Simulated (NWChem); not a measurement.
System: BHBrF; SMILES FBBr

Input file for NWChem:

```
start job
memory heap 200 mb stack 900 mb global 1100 mb
geometry units angstroms noautoz
  B     -0.561116    -1.060208     0.000000
  H     -1.738446    -1.303835     0.000000
  F      0.316576    -2.032656     0.000000
  Br     0.054262     0.740980     0.000000
end
basis spherical
  * library 6-311g**
end
dft
  xc xpbe96 cpbe96
  iterations 150
  mulliken
end
task dft energy
```

NWChem printed, in part:

```
             Northwest Computational Chemistry Package (NWChem) 7.3.0
             --------------------------------------------------------

 CS  symmetry detected

                             Geometry "geometry" -> ""
                             -------------------------

 Output coordinates in angstroms (scale by  1.889725989 to convert to a.u.)

  No.       Tag          Charge          X              Y              Z
 ---- ---------------- ---------- -------------- -------------- --------------
    1 B                    5.0000    -0.56812411    -1.07938574     0.00000000
    2 H                    1.0000    -1.74610875    -1.31982746     0.00000000
    3 F                    9.0000     0.30693446    -2.05420411     0.00000000
    4 Br                  35.0000     0.05212340     0.72013123     0.00000000

 Effective nuclear repulsion energy (a.u.)     137.8581910538

      Symmetry information
      --------------------

 Group name             Cs
 Group number              2
 Group order               2
 No. of unique centers     4

  pbe96 is a nonlocal functional; adding pw91lda local functional.

                                 NWChem DFT Module
                                 -----------------

 Summary of "ao basis" -> "ao basis" (spherical)
 ------------------------------------------------------------------------------
       Tag                 Description            Shells   Functions and Types
 ---------------- ------------------------------  ------  ---------------------
 B                          6-311g**                 8       18   4s3p1d
 H                          6-311g**                 4        6   3s1p
 F                          6-311g**                 8       18   4s3p1d
 Br                         6-311g**                18       44   8s7p3d

      Symmetry analysis of basis
      --------------------------

        a'         62
        a"         24

            General Information
            -------------------
          SCF calculation type: DFT
          Wavefunction type:  closed shell.
          No. of atoms     :     4
          No. of electrons :    50
           Alpha electrons :    25
            Beta electrons :    25
          Charge           :     0
          Spin multiplicity:     1
          Use of symmetry is: on ; symmetry adaption is: on
          Maximum number of iterations: 150
          AO basis - number of functions:    86
                     number of shells:    38
          Convergence on energy requested:  1.00D-06
          Convergence on density requested:  1.00D-05
          Convergence on gradient requested:  5.00D-04

              XC Information
              --------------
          PerdewBurkeErnzerhof Exchange Functional  1.000
            Perdew 1991 LDA Correlation Functional  1.000 local
           PerdewBurkeErnz. Correlation Functional  1.000 non-local

             Grid Information
             ----------------
          Grid used for XC integration:  medium
          Radial quadrature: Mura-Knowles
          Angular quadrature: Lebedev.
          Tag              B.-S. Rad. Rad. Pts. Rad. Cut. Ang. Pts.
          ---              ---------- --------- --------- ---------
          B                   0.85       49           8.0       434
          H                   0.35       45           9.0       434
          F                   0.50       49           8.0       434
          Br                  1.15      112           9.0       590
          Grid pruning is: on
          Number of quadrature shells:   255
          Spatial weights used:  Erf1

      Superposition of Atomic Density Guess
      -------------------------------------

 Sum of atomic energies:       -2696.79416061

      Non-variational initial energy
      ------------------------------

 Total energy =   -2697.510698
 1-e energy   =   -4028.479479
 2-e energy   =    1193.110590
 HOMO         =      -0.388274
 LUMO         =       0.032571

      Symmetry analysis of molecular orbitals - initial
      -------------------------------------------------

  Numbering of irreducible representations:

     1 a'          2 a"

  Orbital symmetries:

     1 a'          2 a'          3 a'          4 a'          5 a"
     6 a'          7 a'          8 a'          9 a'         10 a'
    11 a"         12 a'         13 a'         14 a"         15 a'
    16 a"         17 a'         18 a'         19 a'         20 a'
    21 a"         22 a'         23 a'         24 a"         25 a'
    26 a"         27 a'         28 a'         29 a'         30 a'
    31 a'         32 a"         33 a'         34 a'         35 a"

     ---------------------------------------------
      Total Density - Mulliken Population Analysis
     ---------------------------------------------

    Atom       Charge   Shell Charges
 -----------   ------   -------------------------------------------------------
    1 B    5     4.31   1.13  0.86  0.27  0.67  0.67  0.37  0.19  0.15
    2 H    1     1.03   0.24  0.55  0.23  0.01
    3 F    9     9.37   1.08  0.92  1.20  1.10  2.53  0.79  1.74  0.00
    4 Br  35    35.28   0.75  1.21  1.20  0.77  1.03  1.00  1.25  0.71  0.47  5.50  4.82  1.10  0.87  3.03  1.55  7.76  2.14  0.11

   convergence    iter        energy       DeltaE   RMS-Dens  Diis-err
 ---------------- ----- ----------------- --------- --------- ---------
 d= 0,ls=0.0,diis     1  -2698.9133288222 -2.84D+03  1.28D-02  5.28D+00
 d= 0,ls=0.0,diis     2  -2698.7452917575  1.68D-01  1.41D-02  2.80D+00
 d= 0,ls=0.0,diis     3  -2698.8244026106 -7.91D-02  6.03D-03  2.16D+00
 d= 0,ls=0.0,diis     4  -2699.0028998163 -1.78D-01  1.72D-03  2.19D-02
 d= 0,ls=0.0,diis     5  -2699.0041989552 -1.30D-03  9.62D-04  1.01D-02
  Resetting Diis
 d= 0,ls=0.0,diis     6  -2699.0054615130 -1.26D-03  2.02D-04  8.07D-04
 d= 0,ls=0.0,diis     7  -2699.0055452096 -8.37D-05  1.08D-04  4.66D-05
 d= 0,ls=0.0,diis     8  -2699.0055369349  8.27D-06  7.02D-05  1.44D-04
 d= 0,ls=0.0,diis     9  -2699.0055486095 -1.17D-05  9.97D-06  5.09D-06
 d= 0,ls=0.0,diis    10  -2699.0055488737 -2.64D-07  1.70D-06  5.18D-08

         Total DFT energy =    -2699.005548873660
      One electron energy =    -4029.446882357163
           Coulomb energy =     1298.296398344454
    Exchange-Corr. energy =     -105.713255914742
 Nuclear repulsion energy =      137.858191053792

 Numeric. integr. density =       49.999998625428

                  Occupations of the irreducible representations
                  ----------------------------------------------

                     irrep           alpha         beta
                     --------     --------     --------
                     a'               19.0         19.0
                     a"                6.0          6.0

                       DFT Final Molecular Orbital Analysis
                       ------------------------------------

 Vector   23  Occ=2.000000D+00  E=-3.155487D-01  Symmetry=a'
              MO Center= -4.0D-01, -7.5D-01, -6.8D-15, r^2= 3.0D+00
   Bfn.  Coefficient  Atom+Function         Bfn.  Coefficient  Atom+Function
  ----- ------------  ---------------      ----- ------------  ---------------
    67      0.354764  4 Br py                70      0.204634  4 Br py
    31      0.201390  3 F  px                21      0.197463  2 H  s
    20      0.192355  2 H  s                 35      0.191213  3 F  px
    58     -0.190812  4 Br py                32      0.176344  3 F  py
    36      0.161570  3 F  py                 7     -0.155989  1 B  px

 Vector   24  Occ=2.000000D+00  E=-2.924849D-01  Symmetry=a"
              MO Center=  1.3D-02,  4.9D-01,  5.3D-15, r^2= 1.8D+00
   Bfn.  Coefficient  Atom+Function         Bfn.  Coefficient  Atom+Function
  ----- ------------  ---------------      ----- ------------  ---------------
    68      0.553326  4 Br pz                71      0.332967  4 Br pz
    59     -0.288540  4 Br pz                65      0.228552  4 Br pz
    56      0.110367  4 Br pz                37     -0.104253  3 F  pz
    62     -0.101255  4 Br pz                33     -0.100458  3 F  pz
     9      0.096044  1 B  pz                29     -0.072034  3 F  pz

 Vector   25  Occ=2.000000D+00  E=-2.726804D-01  Symmetry=a'
              MO Center= -3.7D-02,  5.3D-01, -1.5D-15, r^2= 1.9D+00
   Bfn.  Coefficient  Atom+Function         Bfn.  Coefficient  Atom+Function
  ----- ------------  ---------------      ----- ------------  ---------------
    66      0.546610  4 Br px                69      0.341705  4 Br px
    57     -0.286084  4 Br px                63      0.230919  4 Br px
    67     -0.135911  4 Br py                54      0.109393  4 Br px
    60     -0.101779  4 Br px                21      0.095533  2 H  s
    20      0.091116  2 H  s                 70     -0.087356  4 Br py

 Vector   26  Occ=0.000000D+00  E=-8.006473D-02  Symmetry=a"
              MO Center= -4.8D-01, -9.1D-01, -4.7D-15, r^2= 2.3D+00
   Bfn.  Coefficient  Atom+Function         Bfn.  Coefficient  Atom+Function
  ----- ------------  ---------------      ----- ------------  ---------------
    13      0.550169  1 B  pz                 9      0.429697  1 B  pz
    71     -0.277587  4 Br pz                 5      0.254281  1 B  pz
    37     -0.247339  3 F  pz                68     -0.198140  4 Br pz
    33     -0.176135  3 F  pz                29     -0.131757  3 F  pz
    59      0.107099  4 Br pz                65     -0.101972  4 Br pz

[...]
```

Level: PBE/6-311G** (spherical d). Coordinates come from a PBE0/def2-SVP optimisation.
